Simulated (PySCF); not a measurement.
PySCF input for 2-(furan-2-yl)-1,3-thiazole (C7H5NOS), SMILES o1c(ccc1)-c1nccs1, B3LYP-D3(BJ)/def2-SVP. Geometry optimised at B3LYP-D3(BJ)/def2-SVP. One conformer was computed; it need not be the lowest.

```python
import numpy as np
from pyscf import gto, scf, dft, df
from pyscf.hessian import thermo

mol = gto.M(
    atom='''
    C    -0.54956489   -3.15630432    0.00000000
    C     0.79067401   -2.87865577    0.00000000
    O     0.99310754   -1.53732945    0.00000000
    C    -0.23056765   -0.93733172    0.00000000
    C    -0.27920243    0.50569544    0.00000000
    N    -1.38496014    1.20552794    0.00000000
    C    -1.12134107    2.54559649    0.00000000
    C     0.20597120    2.89469889    0.00000000
    S     1.19243041    1.47246207    0.00000000
    C    -1.21913274   -1.89271766    0.00000000
    H    -1.00502560   -4.14402134    0.00000000
    H     1.68387440   -3.49705084    0.00000000
    H    -1.94816060    3.25813281    0.00000000
    H     0.64620970    3.88971452    0.00000000
    H    -2.28694240   -1.69211639    0.00000000
    ''',
    basis='def2-SVP',
    charge=0,
    spin=0,
    max_memory=1600,
    verbose=3,
)
mf = dft.RKS(mol, xc='b3lyp').density_fit(auxbasis='def2-universal-jkfit')
mf.disp = 'd3bj'
mf.grids.level = 3
mf.conv_tol = 1e-11
mf.max_cycle = 100
mf.kernel()

# [left out here: the lines that compute and print the analytic Hessian (its translational invariance restored by hand, since the grid's response is missing), thermochemistry and intensities]
```

It prints:

```
converged SCF energy = -797.519908155274

WARN: DFTD3 does not support analytical Hessian, using finite difference


WARN: Mole.unit (angstrom) is changed to Bohr

Mode                                 0                   1                   2
Irrep
Freq [cm^-1]                       66.3379            121.6876            129.5372
Reduced mass [au]                   5.8371              4.8369              6.0891
Force const [Dyne/A]                0.0151              0.0422              0.0602
Char temp [K]                      95.4455            175.0814            186.3751
Normal mode                   x     y     z       x     y     z       x     y     z
       0   C                 0.00 -0.00  0.08   -0.00  0.00 -0.10   -0.08  0.02  0.00
       1   C                 0.00  0.00 -0.07   -0.00 -0.00 -0.09   -0.06 -0.07  0.00
       2   O                -0.00  0.00 -0.12    0.00 -0.00  0.04    0.03 -0.08 -0.00
       3   C                -0.00  0.00 -0.01    0.00 -0.00  0.11    0.07 -0.01 -0.00
       4   C                -0.00  0.00 -0.02    0.00 -0.00  0.11    0.08 -0.01 -0.00
       5   N                -0.00  0.00 -0.09    0.00 -0.00  0.05    0.04 -0.06 -0.00
       6   C                 0.00  0.00 -0.06   -0.00 -0.00 -0.08   -0.04 -0.05  0.00
       7   C                 0.00 -0.00  0.02   -0.00  0.00 -0.12   -0.07  0.03  0.00
       8   S                -0.00 -0.00  0.08    0.00  0.00  0.03    0.02  0.08 -0.00
       9   C                -0.00 -0.00  0.12    0.00  0.00  0.04    0.01  0.06 -0.00
      10   H                 0.00 -0.00  0.15   -0.00  0.00 -0.19   -0.14  0.05  0.00
      11   H                 0.00  0.00 -0.15   -0.00 -0.00 -0.17   -0.10 -0.13  0.00
      12   H                 0.00  0.00 -0.11   -0.00 -0.00 -0.15   -0.09 -0.10  0.00
      13   H                 0.00 -0.00  0.04   -0.00  0.00 -0.21   -0.12  0.05  0.00
      14   H                -0.00 -0.00  0.23    0.00  0.00  0.06    0.02  0.14 -0.00
[...]
Force const [Dyne/A]                1.5313              1.6634              1.8596
Char temp [K]                    1678.4378           1731.7932           1800.1228
Normal mode                   x     y     z       x     y     z       x     y     z
       0   C                 0.04 -0.01 -0.00    0.03  0.03 -0.00   -0.04 -0.01 -0.00
       1   C                -0.01 -0.10  0.00   -0.01 -0.07  0.00   -0.02 -0.10  0.00
       2   O                -0.02  0.07  0.00   -0.05  0.09  0.00   -0.03  0.07  0.00
       3   C                -0.05  0.04 -0.00    0.02 -0.04 -0.00    0.13 -0.01  0.00
       4   C                -0.08 -0.00  0.00    0.05 -0.03  0.00   -0.02 -0.03  0.00
       5   N                 0.05  0.05  0.00   -0.02 -0.08  0.00    0.01  0.00  0.00
       6   C                 0.01 -0.07 -0.00   -0.01  0.08  0.00   -0.00  0.01 -0.00
       7   C                 0.02 -0.00 -0.00   -0.03  0.01 -0.00    0.01 -0.00 -0.00
       8   S                 0.00  0.00 -0.00   -0.00 -0.00 -0.00    0.00 -0.00 -0.00
       9   C                 0.05  0.03  0.00    0.04 -0.02  0.00   -0.04  0.08  0.00
      10   H                 0.11 -0.03  0.00    0.05  0.02  0.00    0.31 -0.18  0.00
      11   H                -0.24 -0.43 -0.00   -0.24 -0.39 -0.00    0.21  0.24 -0.00
      12   H                -0.27 -0.39  0.00    0.29  0.42  0.00   -0.05 -0.03  0.00
      13   H                 0.02 -0.00 -0.00    0.02 -0.01 -0.00   -0.04  0.02 -0.00
      14   H                 0.06  0.07 -0.00    0.06  0.05  0.00   -0.14 -0.44  0.00
Mode                                27                  28                  29
Irrep
Freq [cm^-1]                     1314.0597           1352.7191           1423.1156
Reduced mass [au]                   4.4580              2.8765              3.2401
Force const [Dyne/A]                4.5354              3.1012              3.8662
Char temp [K]                    1890.6393           1946.2615           2047.5464
Normal mode                   x     y     z       x     y     z       x     y     z
       0   C                -0.03  0.07 -0.00   -0.02  0.03  0.00   -0.10  0.12  0.00
       1   C                 0.02  0.01  0.00    0.00 -0.02 -0.00   -0.00 -0.09 -0.00
       2   O                -0.05  0.03  0.00   -0.01  0.01  0.00    0.04  0.01 -0.00
       3   C                 0.10 -0.10  0.00    0.03 -0.02  0.00   -0.08  0.04 -0.00
       4   C                 0.07  0.06 -0.00   -0.01  0.01 -0.00   -0.02  0.03 -0.00
       5   N                -0.07  0.06  0.00    0.01  0.11  0.00    0.03 -0.05 -0.00
       6   C                -0.02 -0.02 -0.00    0.02 -0.16  0.00    0.02  0.03  0.00
       7   C                 0.06 -0.02 -0.00   -0.11  0.05 -0.00   -0.01 -0.01  0.00
       8   S                -0.00 -0.00 -0.00    0.01 -0.00  0.00   -0.00  0.00  0.00
       9   C                -0.02 -0.12  0.00    0.00 -0.03 -0.00    0.06 -0.10 -0.00
      10   H                 0.02  0.06  0.00    0.07 -0.01 -0.00    0.31 -0.06 -0.00
      11   H                -0.04 -0.07 -0.00    0.04  0.03 -0.00    0.23  0.23 -0.00
      12   H                -0.21 -0.23 -0.00    0.33  0.18 -0.00   -0.01 -0.01  0.00
      13   H                -0.14  0.07 -0.00    0.34 -0.16  0.00   -0.01 -0.01  0.00
      14   H                 0.03  0.15  0.00    0.02  0.03 -0.00    0.13  0.16 -0.00
Mode                                30                  31                  32
Irrep
Freq [cm^-1]                     1477.8178           1523.8956           1562.8974
Reduced mass [au]                   5.6706              5.0504              6.1507
Force const [Dyne/A]                7.2966              6.9101              8.8518
Char temp [K]                    2126.2508           2192.5464           2248.6614
Normal mode                   x     y     z       x     y     z       x     y     z
       0   C                 0.03  0.01 -0.00    0.11  0.02 -0.00   -0.11 -0.02  0.00
       1   C                -0.05 -0.03  0.00   -0.13 -0.04  0.00    0.10  0.02 -0.00
       2   O                 0.02  0.01  0.00    0.03  0.02  0.00   -0.00  0.00  0.00
       3   C                -0.08 -0.02 -0.00   -0.06 -0.09 -0.00   -0.05  0.02 -0.00
       4   C                 0.07 -0.08  0.00    0.06  0.00  0.00    0.10 -0.12 -0.00
       5   N                -0.03  0.06  0.00   -0.06  0.02  0.00   -0.09  0.06  0.00
       6   C                -0.15 -0.07 -0.00    0.10  0.04 -0.00    0.06  0.03 -0.00
       7   C                 0.13  0.03  0.00   -0.08 -0.02 -0.00   -0.05 -0.01 -0.00
       8   S                 0.00  0.00 -0.00    0.00  0.00 -0.00    0.00  0.00  0.00
       9   C                 0.05  0.04  0.00    0.03  0.04  0.00    0.05  0.04 -0.00
      10   H                 0.05  0.01  0.00   -0.03  0.10  0.00    0.09 -0.13 -0.00
      11   H                 0.06  0.14  0.00    0.05  0.25 -0.00   -0.00 -0.16  0.00
      12   H                 0.06  0.21 -0.00   -0.08 -0.19  0.00   -0.08 -0.13 -0.00
      13   H                -0.07  0.14 -0.00    0.02 -0.08 -0.00   -0.02 -0.03  0.00
      14   H                 0.05 -0.02 -0.00    0.03  0.01  0.00    0.03 -0.10 -0.00
Mode                                33                  34                  35
Irrep
Freq [cm^-1]                     1647.1768           3208.9272           3252.6296
Reduced mass [au]                   8.1264              1.0933              1.0925
Force const [Dyne/A]               12.9906              6.6328              6.8097
Char temp [K]                    2369.9207           4616.9318           4679.8098
Normal mode                   x     y     z       x     y     z       x     y     z
       0   C                -0.07 -0.01  0.00    0.00  0.00 -0.00    0.03  0.07  0.00
       1   C                 0.05  0.04 -0.00    0.00  0.00  0.00    0.02 -0.02 -0.00
       2   O                -0.00  0.00 -0.00    0.00 -0.00  0.00    0.00 -0.00 -0.00
       3   C                -0.07 -0.18 -0.00    0.00  0.00  0.00   -0.00  0.00 -0.00
       4   C                -0.03  0.12 -0.00    0.00 -0.00  0.00   -0.00 -0.00 -0.00
       5   N                 0.03 -0.02 -0.00   -0.00 -0.00 -0.00    0.00 -0.00 -0.00
       6   C                -0.01 -0.02  0.00   -0.06  0.05  0.00    0.00 -0.00  0.00
       7   C                 0.01  0.00  0.00   -0.00 -0.01 -0.00   -0.00 -0.00  0.00
       8   S                -0.00 -0.00  0.00    0.00 -0.00 -0.00   -0.00 -0.00  0.00
       9   C                 0.07  0.10 -0.00   -0.00 -0.00  0.00   -0.02  0.00 -0.00
      10   H                 0.06 -0.08 -0.00   -0.00 -0.00  0.00   -0.37 -0.79 -0.00
      11   H                -0.01 -0.07 -0.00   -0.00  0.00  0.00   -0.26  0.18 -0.00
      12   H                 0.02  0.02  0.00    0.71 -0.61 -0.00   -0.00  0.00  0.00
      13   H                 0.01  0.00  0.00    0.06  0.15 -0.00    0.00  0.00  0.00
      14   H                 0.05 -0.16 -0.00    0.00 -0.00  0.00    0.23 -0.04 -0.00
Mode                                36                  37                  38
Irrep
Freq [cm^-1]                     3261.7708           3274.4024           3284.0496
Reduced mass [au]                   1.0989              1.0989              1.1073
Force const [Dyne/A]                6.8884              6.9420              7.0362
Char temp [K]                    4692.9620           4711.1360           4725.0161
Normal mode                   x     y     z       x     y     z       x     y     z
       0   C                 0.00  0.00 -0.00   -0.00 -0.01  0.00    0.02  0.03 -0.00
       1   C                -0.00  0.00  0.00   -0.02  0.02  0.00   -0.07  0.04  0.00
       2   O                 0.00  0.00  0.00    0.00 -0.00 -0.00   -0.00 -0.00  0.00
       3   C                -0.00 -0.00  0.00    0.00  0.00  0.00    0.00 -0.00 -0.00
       4   C                -0.00 -0.00  0.00   -0.00 -0.00  0.00    0.00  0.00  0.00
       5   N                 0.00 -0.00  0.00    0.00  0.00  0.00   -0.00  0.00  0.00
       6   C                -0.02  0.01 -0.00    0.00 -0.00  0.00   -0.00  0.00  0.00
       7   C                 0.04  0.08  0.00   -0.00 -0.00  0.00   -0.00 -0.00 -0.00
       8   S                 0.00 -0.00 -0.00   -0.00 -0.00 -0.00   -0.00  0.00 -0.00
       9   C                -0.00  0.00  0.00   -0.08  0.01 -0.00    0.02 -0.01  0.00
      10   H                -0.00 -0.00  0.00    0.05  0.11  0.00   -0.15 -0.33 -0.00
      11   H                 0.00 -0.00  0.00    0.25 -0.17 -0.00    0.70 -0.48 -0.00
      12   H                 0.12 -0.10 -0.00   -0.00  0.00  0.00    0.00 -0.00  0.00
      13   H                -0.38 -0.86  0.00    0.00  0.00 -0.00    0.00  0.00 -0.00
      14   H                 0.01 -0.00  0.00    0.88 -0.16 -0.00   -0.23  0.04  0.00
temperature 298.1500 [K]
pressure 101325.00 [Pa]
Rotational constants [GHz] 3.42074 0.78911 0.64120
Symmetry number 1
Zero-point energy (ZPE) 0.10617 [Eh]   278761.078 [J/mol]
                           tot       elec      trans        rot        vib
Entropy [J/mol/K]       370.234      0.000    171.335    123.882     75.017
Cv [J/mol/K]            121.664      0.000     12.472     12.472     96.721
Cp [J/mol/K]            129.979      0.000     20.786     12.472     96.721
Internal energy [J/mol]                      3718.434   3718.434 291366.917
Internal energy [Eh]   -797.40610  -797.51991
Enthalpy [J/mol]                             6197.391   3718.434 291366.917
Enthalpy [Eh]          -797.40516
Gibbs free energy [J/mol]                  -44886.105 -33216.859 269000.475
Gibbs free energy [Eh] -797.44720
mode   freq/cm-1   IR/(km/mol)
   1       66.34         1.200
   2      121.69         3.089
   3      129.54         2.156
   4      302.53         0.019
   5      356.97         0.149
   6      422.83         0.148
   7      522.81         2.129
   8      611.16         4.500
   9      638.91        15.857
  10      652.84         3.063
  11      706.04         9.370
  12      732.06        19.490
  13      753.69        50.351
  14      761.69         2.909
  15      847.95        12.762
  16      881.41        35.411
  17      907.65         1.406
  18      909.86        28.784
  19      912.81         1.447
  20      915.20         0.739
  21     1014.23        18.866
  22     1033.18        33.611
  23     1072.67        10.064
  24     1126.33        11.865
  25     1166.57        23.907
  26     1203.66         3.186
  27     1251.15         4.855
  28     1314.06        29.495
  29     1352.72        11.621
  30     1423.12         2.170
  31     1477.82         0.093
  32     1523.90         0.632
  33     1562.90        53.680
  34     1647.18        15.845
  35     3208.93        10.242
  36     3252.63         2.460
  37     3261.77         2.159
  38     3274.40         1.354
  39     3284.05         0.286
max |gradient| / (hartree/bohr): 4.0523694810884925e-05
APT charges: [-0.0969  0.0115 -0.329   0.0464  0.5072 -0.4724  0.0876 -0.1608 -0.0043
  0.0062  0.073   0.0894  0.0504  0.0938  0.098 ]
```

The calculation finished and met its thresholds.
